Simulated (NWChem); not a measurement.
The numbers come from NWChem runs, not from measurements. System: C2H3ClO2Si, charge 0, spin multiplicity 1, at a geometry optimised with PBE/def2-SVP. The structure started from a generated list of species. Level: MP2/def2-SVP, 14 core orbitals frozen.

NWChem printed:

```
             Northwest Computational Chemistry Package (NWChem) 7.3.0
             --------------------------------------------------------

                                NWChem Input Module
                                -------------------

 Scaling coordinates for geometry "geometry" by  1.889725989
 (inverse scale =  0.529177249)

                             Geometry "geometry" -> ""
                             -------------------------

 Output coordinates in angstroms (scale by  1.889725989 to convert to a.u.)

  No.       Tag          Charge          X              Y              Z
 ---- ---------------- ---------- -------------- -------------- --------------
    1 O                    8.0000    -2.49975300     1.31115900     0.01383300
    2 C                    6.0000    -1.45627900     0.74856400     0.19477400
    3 C                    6.0000    -1.12939400    -0.64566300     0.78178800
    4 Si                  14.0000     0.64997600    -0.09611200     0.51720400
    5 Cl                  17.0000     1.73496000    -1.06327800    -0.94559700
    6 O                    8.0000    -0.20186400     1.29087200    -0.09030900
    7 H                    1.0000    -1.49715700    -1.46658200     0.13433100
    8 H                    1.0000    -1.52994600    -0.78894000     1.80442600
    9 H                    1.0000     1.56008400     0.24315800     1.64796400

 Effective nuclear repulsion energy (a.u.)     347.8541160890

            Nuclear Dipole moment (a.u.)
            ----------------------------
        X                 Y               Z
 ---------------- ---------------- ----------------
    -0.0000170075    -0.0000075589    -0.0000151178


 Summary of "ao basis" -> "" (spherical)
 ------------------------------------------------------------------------------
       Tag                 Description            Shells   Functions and Types
 ---------------- ------------------------------  ------  ---------------------
 *                          def2-svp                  on all atoms

 Summary of "ao basis" -> "ao basis" (spherical)
 ------------------------------------------------------------------------------
       Tag                 Description            Shells   Functions and Types
 ---------------- ------------------------------  ------  ---------------------
 O                          def2-svp                 6       14   3s2p1d
 C                          def2-svp                 6       14   3s2p1d
[...]
    3 C    6     6.46   1.99  0.86  0.40  2.06  1.12  0.03
    4 Si  14    12.96   2.00  1.99  0.93  0.03  5.94  1.12  0.56  0.38
    5 Cl  17    17.31   2.00  1.99  1.20  0.76  5.94  2.10  3.30  0.02
    6 O    8     8.63   1.99  1.06  0.79  2.82  1.95  0.02
    7 H    1     0.87   0.72  0.13  0.03
    8 H    1     0.87   0.72  0.13  0.03
    9 H    1     1.10   0.74  0.35  0.01

       Multipole analysis of the density wrt the origin
       ------------------------------------------------

     L   x y z        total         open         nuclear
     -   - - -        -----         ----         -------
     0   0 0 0     -0.000000      0.000000     62.000000

     1   1 0 0      0.784133      0.000000     -0.000017
     1   0 1 0     -1.289035      0.000000     -0.000008
     1   0 0 1      0.961955      0.000000     -0.000015

     2   2 0 0    -42.002631      0.000000    481.364805
     2   1 1 0      5.309290      0.000000   -210.420883
     2   1 0 1      0.043818      0.000000   -109.647844
     2   0 2 0    -39.476754      0.000000    196.867569
     2   0 1 1      0.048468      0.000000     43.692679
     2   0 0 2    -34.061809      0.000000    103.192862

                   NWChem MP2 Semi-direct Energy/Gradient Module
                   ---------------------------------------------

  Basis functions       =    107
  Molecular orbitals    =    107
  Frozen core           =     14
  Frozen virtuals       =      0
  Active alpha occupied =     17
  Active beta occupied  =     17
  Active alpha virtual  =     76
  Active beta virtual   =     76
  Use MO symmetry       = F
  Use skeleton AO sym   = F

  AO/Fock/Back tols     =   1.0D-09  1.0D-09  1.0D-09

 GA uses MA = F    GA memory limited = T

 Available:
  local mem=  1.15D+08
 global mem=  1.31D+08
 local disk=  0.00D+00
  mp2_memr nvloc                    76
  nvloc new                    76
   1 passes of  17:        3145728                      56301                  23608988.
   1 passes of  17: M    114683817           G      131049102           F     111538089.

 Semi-direct pass number   1 of   1  for RHF alpha+beta  at        4.1s
  vrange nnbf                  5370
  mp2_eaftype                    90  avail_ma_in_mb                   999
 EAF : mp2_eaftype filesize          90   11804494.
  mp2_eaf for mointskh                     90
Node 0 wrote     55.5 Mb in      0.0 s     Agg I/O rate:  2045.0 Mb/s
 Done moints_semi at        7.4s
  mp2_eaftype                    90  avail_ma_in_mb                   909
 EAF : mp2_eaftype filesize          90   11804494.
  mp2_eaf for kh                    90
 Done maket at        7.7s
 Done multipass loop at        7.7s

          -------------------------------------------
          SCF energy                -975.308059675775
          Correlation energy          -0.847368191297
          Singlet pairs               -0.511954738596
          Triplet pairs               -0.335413452701
          Total MP2 energy          -976.155427867071
          -------------------------------------------

          ---------------------------------------------------
                    Spin Component Scaled (SCS) MP2
          Same spin pairs                     -0.223608968468
          Same spin scaling factor             0.333333333333
          Opposite spin pairs                 -0.623759222829
          Opposite spin scaling fact.          1.200000000000
          SCS-MP2 correlation energy          -0.823047390218
          Total SCS-MP2 energy              -976.131107065992
          ---------------------------------------------------

 -----------------------
 Performance information
 -----------------------

 Timer overhead =  1.72D-07 seconds/call

               Nr. of calls         CPU time (s)                 Wall time (s)                GFlops
             ---------------    -------------------     ------------------------------   -------------------
Name         Min   Avg   Max    Min     Avg     Max     Min     Avg     Max   Mx/calls   Min     Max     Sum
mp2: moin     1     1     1    3.3     3.3     3.3      3.3     3.3     3.3     3.3      0.0     0.0     0.0
mp2: make     1     1     1   0.25    0.25    0.25     0.25    0.25    0.25    0.25      0.0     0.0     0.0
mp2: tota     1     1     1    3.5     3.5     3.5      3.5     3.5     3.5     3.5      0.0     0.0     0.0

 The average no. of pstat calls per process was 3.00D+00
 with a timing overhead of 5.15D-07s

 Task  times  cpu:        7.6s     wall:        7.6s

 Total times  cpu:        7.7s     wall:        7.7s
```

Question: Write an NWChem input that would produce this output.

Answer: One answer among several that fit: 
```
start mol
memory heap 200 mb stack 800 mb global 1000 mb
geometry units angstroms nocenter noautoz noautosym
  O     -2.499753     1.311159     0.013833
  C     -1.456279     0.748564     0.194774
  C     -1.129394    -0.645663     0.781788
  Si     0.649976    -0.096112     0.517204
  Cl     1.734960    -1.063278    -0.945597
  O     -0.201864     1.290872    -0.090309
  H     -1.497157    -1.466582     0.134331
  H     -1.529946    -0.788940     1.804426
  H      1.560084     0.243158     1.647964
end
basis spherical
  * library def2-svp
end
scf
  rhf
  nopen 0
  maxiter 100
  thresh 1e-7
  semidirect memsize 60000000 filesize 0
end
mp2
  freeze core 14
end
task mp2 energy
```
